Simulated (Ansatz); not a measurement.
A search over several starts for the lowest SCF solution of the cluster Li₇H₆ at the given spin, in a small basis.

```yaml
crystal:
  periodic: [false, false, false]
  atoms:
    - {symbol: Li, position_ang: [-1.013820, -0.952313, -0.199098]}
    - {symbol: Li, position_ang: [-2.716159, -0.078784, 1.464936]}
    - {symbol: Li, position_ang: [1.866380, -1.169274, 0.523953]}
    - {symbol: Li, position_ang: [-1.276468, 1.833255, 0.100167]}
    - {symbol: Li, position_ang: [1.267473, 0.459242, -1.489775]}
    - {symbol: Li, position_ang: [1.705746, 1.402366, 1.256953]}
    - {symbol: Li, position_ang: [-0.218399, -0.367545, 2.528038]}
    - {symbol: H, position_ang: [-1.399051, -1.286933, 1.583458]}
    - {symbol: H, position_ang: [0.673101, -1.051159, -0.776765]}
    - {symbol: H, position_ang: [-2.276826, 0.418575, -0.191562]}
    - {symbol: H, position_ang: [0.631259, 0.659519, -3.319663]}
    - {symbol: H, position_ang: [1.440245, -0.203810, 1.967077]}
    - {symbol: H, position_ang: [1.316517, 0.336850, -3.447727]}
basis:
  gaussian: {orbitals: def2-SVP, initial_orbitals: start.molden}
magnetization: {spin_polarized: true, initial_magnetization: 3}
hamiltonian: {xc: pbe0, dispersion: d4}
output: {orbitals: {seedname: orbitals}}
```

The file start.molden holds the orbitals of an earlier run on this structure, at another level or in another basis.

```sh
$ ansatz run in.yaml --threads 2 --pin off --events-out ev --progress --plain --max-ram 4352MiB
```

Output, abridged:

```
Functional definition: PBE0
1211 factors; integrals over basis functions are off by at most 7.8e-4 eV
mean field evaluation 1: about -1524.4854 eV, gradient 3.4e0 eV
mean field evaluation 2: about -1524.6254 eV, gradient 1.3e-1 eV
mean field evaluation 4: about -1524.9839 eV, gradient 6.8e-3 eV
mean field evaluation 8: about -1524.9839 eV, gradient 1.9e-5 eV
mean field evaluation 16: about -1524.9830 eV, gradient 1.3e-1 eV
mean field evaluation 32: about -1524.0321 eV, gradient 2.2e0 eV
mean field -1524.98393151 eV, -56.0421258118 hartree, gradient 2.5e-5 eV, S^2 3.751263; 6 other end points of the search recorded, 0 dependent functions left out
reference -1524.98400034 eV, -56.0421283411 hartree; 15, 12 occupied and 78, 81 virtual orbitals, 1211 factors
Total energy: -1525.16089269 eV, -56.0486290152 hartree
```

Hardware: 2 threads of Arm Neoverse V2 on a shared host. Wall time 9.5 s.

In the quartet, H11 and H13 lie 0.77 Å apart (atoms count from 1), so H2 has formed as a molecule. At PBE0-D4/def2-TZVP a doublet of charge 0 lies 2.47 eV below the quartet, each at its own geometry. The structure comes from a short search, and lower isomers may exist.
